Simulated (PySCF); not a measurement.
## Spinor energies of Ti⁴⁺ (titanium, charge +4)

Start: [Ar]. Calculated with PySCF 2.14 in an even-tempered Gaussian basis (21 s from 0.033 bohr⁻², ratio 2.6; 15 p from 0.043 bohr⁻², ratio 2.6; 7 d from 0.044 bohr⁻², ratio 2.8; 3 f from 3.5 bohr⁻², ratio 2.8): generalised Hartree-Fock with the X2C-1e Hamiltonian and a Gaussian nucleus; spin-orbit coupling (SO) screened by Boettger's factors.

```csv
spinor shell,electrons,"ε, screened SO (eV)",weight of nominal j (screened SO),"rms radius, screened SO (bohr)"
1s1/2,2,-5072.4,1.000,0.0804
2s1/2,2,-645.24,1.000,0.350
2p1/2,2,-544.83,1.000,0.318
2p3/2,4,-538.85,1.000,0.321
3s1/2,2,-130.69,1.000,1.04
3p1/2,2,-99.956,1.000,1.11
```

Task: Where does 3p3/2 lie, and what is the 3p spin-orbit splitting (screened SO)?

Result: At -99.169 eV, 0.787 eV above 3p1/2.

| quantity | screened SO |
| --- | --- |
| E (hartree) | -849.54034 |
| M_J | 0 |
| ⟨J²⟩ | 0.000 |
| ⟨L²⟩ | 0.000 |
| ⟨S²⟩ | 0.000 |
